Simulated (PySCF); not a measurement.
MI cations for M along the chalcogens

PBE0 with double-zeta basis sets in PySCF, for the lowest determinant that a PBE0 search found; no spin–orbit coupling. De refers to high-spin ground-configuration atoms (the charge goes to the atom of lower measured ionisation energy or higher electron affinity, which is not always the lowest computed limit). A positive dipole points towards I; it is taken about the centre of mass and depends on that origin.

```json
{"M": "O", "basis": "def2-SVP", "charged atom": "I+", "state (unpaired electrons)": "triplet (π ↑↑)", "Re (Å)": "1.832", "ωe (cm⁻¹)": "809", "De (eV)": "2.99", "μ (D)": "1.75"}
{"M": "S", "basis": "cc-pV(D+d)Z/cc-pVDZ-PP", "charged atom": "S+", "state (unpaired electrons)": "triplet (π ↑↑)", "Re (Å)": "2.232", "ωe (cm⁻¹)": "479", "De (eV)": "3.72", "μ (D)": "-1.44"}
{"M": "Se", "basis": "def2-SVP", "charged atom": "Se+", "state (unpaired electrons)": "triplet (π ↑↑)", "Re (Å)": "2.370", "ωe (cm⁻¹)": "320", "De (eV)": "3.15", "μ (D)": "-0.79"}
{"M": "Te", "basis": "def2-SVP", "charged atom": "Te+", "state (unpaired electrons)": "triplet (π ↑↑)", "Re (Å)": "2.579", "ωe (cm⁻¹)": "253", "De (eV)": "2.53", "μ (D)": "-1.64"}
```

The shortest bond is that of IO⁺ (1.832 Å), the longest that of TeI⁺ (2.579 Å). SI⁺ is bound most strongly (3.72 eV) and TeI⁺ least (2.53 eV).

The rows differ in basis set, which adds steps of its own.

Down a group bonds as a rule get longer and wavenumbers fall, partly through the reduced mass; this series shows no clear exception.

Spin–orbit coupling is left out, which matters for elements this heavy, above all for dissociation energies. For an ion De counts to the pair picked by the measured ionisation energies or electron affinities, which need not be the lowest pair at this level. States were picked by a PBE0 search and need not be the measured ground states.
